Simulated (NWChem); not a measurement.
System: C$_{2}$H$_{3}$B; SMILES BC#C

Here is an NWChem input.

```
start job
memory heap 200 mb stack 900 mb global 1100 mb
geometry units angstroms noautoz
  B     -0.004523    -1.395508     0.011603
  C     -0.003093     0.112954     0.010118
  C     -0.001827     1.334050     0.009613
  H     -0.000763     2.409977     0.008981
  H      1.040229    -1.999817     0.012881
  H     -1.050330    -1.997982     0.010999
end
basis spherical
  * library def2-svp
end
dft
  xc xperdew91 perdew91
  iterations 150
  mulliken
end
task dft energy
```

Output (shortened):

```
             Northwest Computational Chemistry Package (NWChem) 7.3.0
             --------------------------------------------------------

 C2V symmetry detected

                             Geometry "geometry" -> ""
                             -------------------------

 Output coordinates in angstroms (scale by  1.889725989 to convert to a.u.)

  No.       Tag          Charge          X              Y              Z
 ---- ---------------- ---------- -------------- -------------- --------------
    1 B                    5.0000     0.00000000     0.00000000    -1.40134223
    2 C                    6.0000     0.00000000     0.00000000     0.10712113
    3 C                    6.0000     0.00000000     0.00000000     1.32821783
    4 H                    1.0000     0.00000000     0.00000000     2.40414553
    5 H                    1.0000     0.00000000     1.04528032    -2.00473404
    6 H                    1.0000     0.00000000    -1.04528032    -2.00473404

 Effective nuclear repulsion energy (a.u.)      46.3537957072

      Symmetry information
      --------------------

 Group name             C2v
 Group number             16
 Group order               4
 No. of unique centers     5

  perdew91 is a nonlocal functional; adding pw91lda local functional.

                                 NWChem DFT Module
                                 -----------------

 Summary of "ao basis" -> "ao basis" (spherical)
 ------------------------------------------------------------------------------
       Tag                 Description            Shells   Functions and Types
 ---------------- ------------------------------  ------  ---------------------
 B                          def2-svp                 6       14   3s2p1d
 C                          def2-svp                 6       14   3s2p1d
 H                          def2-svp                 3        5   2s1p

      Symmetry analysis of basis
      --------------------------

        a1         28
        a2          4
        b1         11
        b2         14

            General Information
            -------------------
          SCF calculation type: DFT
          Wavefunction type:  closed shell.
          No. of atoms     :     6
          No. of electrons :    20
           Alpha electrons :    10
            Beta electrons :    10
          Charge           :     0
          Spin multiplicity:     1
          Use of symmetry is: on ; symmetry adaption is: on
          Maximum number of iterations: 150
          AO basis - number of functions:    57
                     number of shells:    27
          Convergence on energy requested:  1.00D-06
          Convergence on density requested:  1.00D-05
          Convergence on gradient requested:  5.00D-04

              XC Information
              --------------
                 Perdew 1991   Exchange Functional  1.000
                Perdew 1991 Correlation Functional  1.000 non-local
            Perdew 1991 LDA Correlation Functional  1.000 local

             Grid Information
             ----------------
          Grid used for XC integration:  medium
          Radial quadrature: Mura-Knowles
          Angular quadrature: Lebedev.
          Tag              B.-S. Rad. Rad. Pts. Rad. Cut. Ang. Pts.
          ---              ---------- --------- --------- ---------
          B                   0.85       49          10.0       434
          C                   0.70       49          10.0       434
          H                   0.35       45          11.0       434
          Grid pruning is: on
          Number of quadrature shells:   237
          Spatial weights used:  Erf1

      Superposition of Atomic Density Guess
      -------------------------------------

 Sum of atomic energies:        -101.25145276

      Non-variational initial energy
      ------------------------------

 Total energy =    -102.536814
 1-e energy   =    -225.563371
 2-e energy   =      76.672761
 HOMO         =      -0.328800
 LUMO         =      -0.084062

      Symmetry analysis of molecular orbitals - initial
      -------------------------------------------------

  Numbering of irreducible representations:

     1 a1          2 a2          3 b1          4 b2

  Orbital symmetries:

     1 a1          2 a1          3 a1          4 a1          5 a1
     6 a1          7 a1          8 b2          9 b1         10 b2
    11 b1         12 b2         13 b1         14 a1         15 a1
    16 a1         17 a1         18 b2         19 b2         20 a1

     ---------------------------------------------
      Total Density - Mulliken Population Analysis
     ---------------------------------------------

    Atom       Charge   Shell Charges
 -----------   ------   -------------------------------------------------------
    1 B    5     4.82   1.99  0.93  0.24  1.25  0.37  0.04
    2 C    6     6.16   1.99  1.01  0.38  2.00  0.75  0.03
    3 C    6     6.05   1.99  0.98  0.54  1.82  0.69  0.03
    4 H    1     0.87   0.63  0.22  0.03
    5 H    1     1.05   0.72  0.32  0.01
    6 H    1     1.05   0.72  0.32  0.01

   convergence    iter        energy       DeltaE   RMS-Dens  Diis-err
 ---------------- ----- ----------------- --------- --------- ---------
 d= 0,ls=0.0,diis     1   -102.6054824162 -1.49D+02  1.51D-02  2.60D-01
 d= 0,ls=0.0,diis     2   -102.6012857612  4.20D-03  1.02D-02  2.92D-01
 d= 0,ls=0.0,diis     3   -102.6054686608 -4.18D-03  5.76D-03  2.60D-01
 d= 0,ls=0.0,diis     4   -102.6376140638 -3.21D-02  2.09D-03  2.34D-02
 d= 0,ls=0.0,diis     5   -102.6414517833 -3.84D-03  4.78D-04  6.64D-04
  Resetting Diis
 d= 0,ls=0.0,diis     6   -102.6415643392 -1.13D-04  1.19D-04  3.03D-05
 d= 0,ls=0.0,diis     7   -102.6415696426 -5.30D-06  3.66D-05  5.81D-07
 d= 0,ls=0.0,diis     8   -102.6415686699  9.73D-07  2.52D-05  7.02D-06
 d= 0,ls=0.0,diis     9   -102.6415697405 -1.07D-06  4.28D-06  5.39D-08
 d= 0,ls=0.0,diis    10   -102.6415697484 -7.92D-09  1.39D-06  6.79D-09

         Total DFT energy =     -102.641569748417
      One electron energy =     -228.074421165898
           Coulomb energy =       94.904768360290
    Exchange-Corr. energy =      -15.825712649981
 Nuclear repulsion energy =       46.353795707172

 Numeric. integr. density =       19.999998487467

                  Occupations of the irreducible representations
                  ----------------------------------------------

                     irrep           alpha         beta
                     --------     --------     --------
                     a1                7.0          7.0
                     a2                0.0          0.0
                     b1                1.0          1.0
                     b2                2.0          2.0

                       DFT Final Molecular Orbital Analysis
                       ------------------------------------

 Vector    8  Occ=2.000000D+00  E=-3.291012D-01  Symmetry=b2
              MO Center= -3.6D-16, -3.6D-15, -1.2D+00, r^2= 2.2D+00
   Bfn.  Coefficient  Atom+Function         Bfn.  Coefficient  Atom+Function
  ----- ------------  ---------------      ----- ------------  ---------------
     5      0.387687  1 B  py                48     -0.264596  5 H  s
    53      0.264596  6 H  s                 19     -0.236338  2 C  py
    33     -0.152237  3 C  py                 8     -0.129995  1 B  py
    22     -0.104542  2 C  py                49     -0.099059  5 H  s
    54      0.099059  6 H  s                 36     -0.072222  3 C  py

 Vector    9  Occ=2.000000D+00  E=-2.834828D-01  Symmetry=b1
              MO Center= -3.8D-16, -2.7D-16,  5.1D-01, r^2= 1.6D+00
   Bfn.  Coefficient  Atom+Function         Bfn.  Coefficient  Atom+Function
  ----- ------------  ---------------      ----- ------------  ---------------
    18      0.424945  2 C  px                32      0.399130  3 C  px
    21      0.221568  2 C  px                35      0.221175  3 C  px
     4     -0.161587  1 B  px                 7      0.074018  1 B  px

 Vector   10  Occ=2.000000D+00  E=-2.499183D-01  Symmetry=b2
              MO Center= -9.9D-17, -2.4D-15,  2.6D-01, r^2= 2.7D+00
   Bfn.  Coefficient  Atom+Function         Bfn.  Coefficient  Atom+Function
  ----- ------------  ---------------      ----- ------------  ---------------
    33      0.429431  3 C  py                19      0.347621  2 C  py
    36      0.271896  3 C  py                 5      0.179509  1 B  py
    48     -0.176330  5 H  s                 53      0.176330  6 H  s
    22      0.165784  2 C  py                49     -0.150412  5 H  s
    54      0.150412  6 H  s

 Vector   11  Occ=0.000000D+00  E=-1.230503D-01  Symmetry=b1
              MO Center= -6.5D-16, -2.8D-16, -5.5D-01, r^2= 3.1D+00
   Bfn.  Coefficient  Atom+Function         Bfn.  Coefficient  Atom+Function
  ----- ------------  ---------------      ----- ------------  ---------------
     4      0.499919  1 B  px                 7     -0.407427  1 B  px
    32      0.353305  3 C  px                35      0.338160  3 C  px
    21     -0.098433  2 C  px                18     -0.086970  2 C  px
    27     -0.035223  2 C  d  1

 Vector   12  Occ=0.000000D+00  E=-9.091350D-03  Symmetry=b2
              MO Center= -1.8D-18,  6.0D-16,  3.6D-01, r^2= 2.8D+00
   Bfn.  Coefficient  Atom+Function         Bfn.  Coefficient  Atom+Function
  ----- ------------  ---------------      ----- ------------  ---------------
    36      0.601004  3 C  py                22     -0.546067  2 C  py
    19     -0.446386  2 C  py                49      0.429351  5 H  s
    54     -0.429351  6 H  s                 33      0.419584  3 C  py
     8     -0.289172  1 B  py                48      0.131368  5 H  s
    53     -0.131368  6 H  s                  5      0.080762  1 B  py

 Vector   13  Occ=0.000000D+00  E= 4.236440D-02  Symmetry=b1
              MO Center=  7.3D-14, -1.5D-16, -3.9D-02, r^2= 3.4D+00
   Bfn.  Coefficient  Atom+Function         Bfn.  Coefficient  Atom+Function
  ----- ------------  ---------------      ----- ------------  ---------------
    21      0.803626  2 C  px                35     -0.625977  3 C  px
     7     -0.602000  1 B  px                18      0.496066  2 C  px
    32     -0.315380  3 C  px                 4      0.259656  1 B  px
    13     -0.043647  1 B  d  1              41      0.036393  3 C  d  1
    45     -0.031730  4 H  px

     ---------------------------------------------
      Total Density - Mulliken Population Analysis
     ---------------------------------------------

    Atom       Charge   Shell Charges
 -----------   ------   -------------------------------------------------------
    1 B    5     5.09   1.98  0.89  0.22  1.54  0.41  0.04
    2 C    6     5.83   1.99  0.94  0.38  2.03  0.47  0.02
    3 C    6     6.12   1.99  0.93  0.57  2.00  0.61  0.02
    4 H    1     0.98   0.73  0.22  0.03
    5 H    1     1.00   0.73  0.25  0.01
    6 H    1     1.00   0.73  0.25  0.01

     -------------------------------------------
      Total Density - Lowdin Population Analysis
     -------------------------------------------

    Atom       Charge   Shell Charges
 -----------   ------   -------------------------------------------------------
    1 B    5     5.00   1.97  0.56  0.29  1.38  0.70  0.11
    2 C    6     6.03   1.97  0.65  0.34  1.82  1.20  0.05
    3 C    6     5.99   1.97  0.64  0.35  1.80  1.18  0.04
    4 H    1     0.95   0.60  0.27  0.08
    5 H    1     1.01   0.63  0.35  0.03
    6 H    1     1.01   0.63  0.35  0.03

     Multipole analysis of the density
     ---------------------------------

     L   x y z        total         alpha         beta         nuclear
     -   - - -        -----         -----         ----         -------
     0   0 0 0     -0.000000    -10.000000    -10.000000     20.000000

     1   1 0 0     -0.000000     -0.000000     -0.000000      0.000000
     1   0 1 0     -0.000000     -0.000000     -0.000000      0.000000
     1   0 0 1      0.447710      0.223855      0.223855     -0.000000

     2   2 0 0    -13.778505     -6.889253     -6.889253      0.000000
     2   1 1 0     -0.000000     -0.000000     -0.000000      0.000000
     2   1 0 1      0.000000      0.000000      0.000000      0.000000
     2   0 2 0    -15.001924    -11.402746    -11.402746      7.803568
     2   0 1 1      0.000000      0.000000      0.000000      0.000000
     2   0 0 2    -11.175299    -66.814365    -66.814365    122.453432
```

Level: PW91/def2-SVP. Coordinates come from a PBE0/def2-SVP optimisation.
